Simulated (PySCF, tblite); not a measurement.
C4H7F2O3S (charge -1).
SMILES with atom numbers: `[CH3:1][C@H:2]([CH2:3][CH:4]([F:5])[F:6])[S:7](=[O:8])(=[O:9])[O-:10]` (hydrogens: H11, H12, H13 on C1; H14 on C2; H15, H16 on C3; H17 on C4)

The geometry is computed with GFN2-xTB (gas phase).

Question: Give the optimised bond lengths and angles.

Answer: 
| bond | length (bohr) |
| --- | --- |
| C1–C2 | 2.850 |
| C2–C3 | 2.861 |
| C3–C4 | 2.857 |
| C4–F5 | 2.588 |
| C4–F6 | 2.590 |
| C2–S7 | 3.501 |
| S7=O8 | 2.759 |
| S7=O9 | 2.754 |
| S7–O10 | 2.768 |
| C1–H11, C1–H12, C1–H13 | 2.058 |
| C2–H14 | 2.057 |
| C3–H15 | 2.066 |
| C3–H16 | 2.072 |
| C4–H17 | 2.078 |

Bonds in one row agree within 0.02 bohr and their mean is given. A selection of angles:
| angle | degrees |
| --- | --- |
| C2–C1–H11 | 108.4 |
| C2–C1–H13 | 112.8 |
| H11–C1–H12 | 107.8 |
| H11–C1–H13 | 109.8 |
| C1–C2–C3 | 113.1 |
| C1–C2–S7 | 105.0 |
| C1–C2–H14 | 112.5 |
| C3–C2–S7 | 106.0 |
| C3–C2–H14 | 112.4 |
| S7–C2–H14 | 107.2 |
| C2–C3–C4 | 110.8 |
| C2–C3–H15 | 106.8 |
| C2–C3–H16 | 112.4 |
| C4–C3–H15 | 107.6 |
| C4–C3–H16 | 109.3 |
| H15–C3–H16 | 109.8 |
| C3–C4–F5 | 111.3 |
| C3–C4–F6 | 111.2 |
| C3–C4–H17 | 111.7 |
| F5–C4–F6 | 103.8 |
| F5–C4–H17 | 109.6 |
| F6–C4–H17 | 109.0 |
| C2–S7–O8 | 103.9 |
| C2–S7–O9 | 105.4 |
| C2–S7–O10 | 105.3 |
| O8–S7–O9 | 114.2 |
| O8–S7–O10 | 113.4 |
| O9–S7–O10 | 113.5 |

Torsions: C1–C2–C3–C4 171° (antiperiplanar); C2–C3–C4–F5 170° (antiperiplanar); C1–C2–S7–O8 68° (synclinal).

S7 (sulfonyl sulfur) is distorted tetrahedral (angles from 103.9° to 114.2°). Of the pairs four or more bonds apart, O10···H17 is among the closest relative to their van der Waals radii: 1.99 Å, 73 % of the sum of Bondi's values.

Point group: C1 (no symmetry element, even within 0.4 Å). Its GFN2-xTB frequencies are all real (lowest 47 cm⁻¹). 3 starts were optimised and ended at 0.00, 0.88 and 4.91 kcal/mol (GFN2-xTB); the lowest of these is shown.

One conformer stands for the species.
